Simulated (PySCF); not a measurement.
**`CO/C=C1/C=CC(C(C)=O)=C1`, C$_{9}$H$_{10}$O$_{2}$**

Geometry:
```csv
atom,x (Å),y (Å),z (Å)
C1,3.217,0.235,-0.248
O2,3.253,-1.140,-0.553
C3,2.139,-1.834,-0.661
C4,0.830,-1.466,-0.533
C5,-0.235,-2.454,-0.706
C6,-1.429,-1.834,-0.528
C7,-1.182,-0.431,-0.235
C8,-2.260,0.546,0.016
C9,-1.868,1.976,0.309
O10,-3.425,0.204,-0.012
C11,0.173,-0.202,-0.236
H12,2.735,0.407,0.727
H13,2.675,0.794,-1.027
H14,4.259,0.573,-0.209
H15,2.367,-2.878,-0.897
H16,-0.064,-3.506,-0.939
H17,-2.425,-2.270,-0.585
H18,-2.776,2.571,0.470
H19,-1.294,2.400,-0.529
H20,-1.231,2.028,1.205
H21,0.650,0.756,-0.048
```

Computed, not measured: PySCF 2.14.0, quadratic response CAM-B3LYP/def2-SVPD first hyperpolarisability, Taylor convention, gas phase. Geometry: PBE0-D3(BJ)/def2-SVP.

Q: Give β for the processes computed.

A: In au, Taylor convention; the vector part is βᵢ = ⅓ Σⱼ (βᵢⱼⱼ + βⱼᵢⱼ + βⱼⱼᵢ); β∥ is 3/5 of the vector part along the dipole, the dipole points from − to +:
```csv
process,λ (nm),β vector norm,β∥,β HRS,depolarisation ratio
"static β(0;0,0)",∞,602.5,265.5,241.1,5.66
"second harmonic β(−2ω;ω,ω)",1907,670.2,296.1,268.5,5.54
"Pockels β(−ω;ω,0)",1907,623.9,275.2,–,–
"second harmonic β(−2ω;ω,ω)",1064,869.2,385.2,349.5,5.22
"Pockels β(−ω;ω,0)",1064,675.5,298.5,–,–
```

Q: Which lowest excitations, dipole and polarisabilities go with it?

A: S1 3.70 eV (f = 0.010); S2 3.88 eV (f = 0.000); S3 4.65 eV (f = 0.506); dipole 5.67 D; isotropic α 122.1 au static, 122.8 au at 1907 nm, 124.4 au at 1064 nm, 125.0 au at 953.5 nm, 132.8 au at 532 nm.
